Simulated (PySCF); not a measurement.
Two-component Hartree-Fock for I⁴⁺ (iodine, charge +4)

Start: [Kr] 4d10 5s2 5p1; 5p3/2 filled at m_j = +3/2. Calculated with PySCF 2.14 in x2c-QZVPPall-2c (13s13p9d4f1g, 134 functions): generalised Hartree-Fock with the X2C-1e Hamiltonian and a Gaussian nucleus; one run each with spin-orbit coupling (SO) screened by Boettger's factors, then bare. This is a chosen level, not necessarily the ground level.

| spinor shell | electrons | ε, screened SO (eV) | ε, bare SO (eV) | weight of nominal j (bare SO) | rms radius, bare SO (bohr) |
| --- | --- | --- | --- | --- | --- |
| 1s1/2 | 2 | -33377.5 | -33377.2 | 1.000 | 0.0311 |
| 2s1/2 | 2 | -5295.0 | -5294.9 | 1.000 | 0.127 |
| 2p1/2 | 2 | -4958.8 | -4967.8 | 1.000 | 0.109 |
| 2p3/2 | 4 | -4657.2 | -4653.6 | 1.000 | 0.115 |
| 3s1/2 | 2 | -1147.7 | -1147.7 | 1.000 | 0.334 |
| 3p1/2 | 2 | -1007.2 | -1008.9 | 1.000 | 0.326 |
| 3p3/2 | 4 | -948.76 | -948.07 | 1.000 | 0.339 |
| 3d3/2 | 4 | -703.91 | -705.62 | 1.000 | 0.310 |
| 4s1/2 | 2 | -256.08 | -256.08 | 1.000 | 0.786 |
| 4p1/2 | 2 | -204.50 | -204.85 | 1.000 | 0.826 |
| 4p3/2 | 4 | -193.11 | -192.97 | 1.000 | 0.854 |
| 4d3/2 | 4 | -108.50 | -108.77 | 0.996 | 0.972 |
| 4d5/2 | 6 | -106.66 | -106.49 | 0.997 | 0.987 |
| 5s1/2 | 2 | -61.651 | -61.652 | 1.000 | 1.92 |
| 5p3/2 | 1 | -49.294 | -49.276 | 1.000 | 2.20 |

**Question.** Where does 3d5/2 lie, and what is the 3d spin-orbit splitting (bare SO)?

**Answer.** At -690.66 eV, 14.960 eV above 3d3/2.

| quantity | screened SO | bare SO |
| --- | --- | --- |
| E (hartree) | -7110.32787 | -7110.51680 |
| M_J | 3/2 | 3/2 |
| ⟨J²⟩ | 3.757 | 3.757 |
| ⟨L²⟩ | 2.027 | 2.029 |
| ⟨S²⟩ | 0.773 | 0.776 |

Each row is a mean over spinors that exchange with the open shell spreads, by up to 2.827 eV (5s1/2).

Breit and QED terms are absent; they matter most for the inner s and p1/2 levels.

Densities and radii are taken from the X2C orbitals without a picture-change correction, which distorts them close to the nucleus.
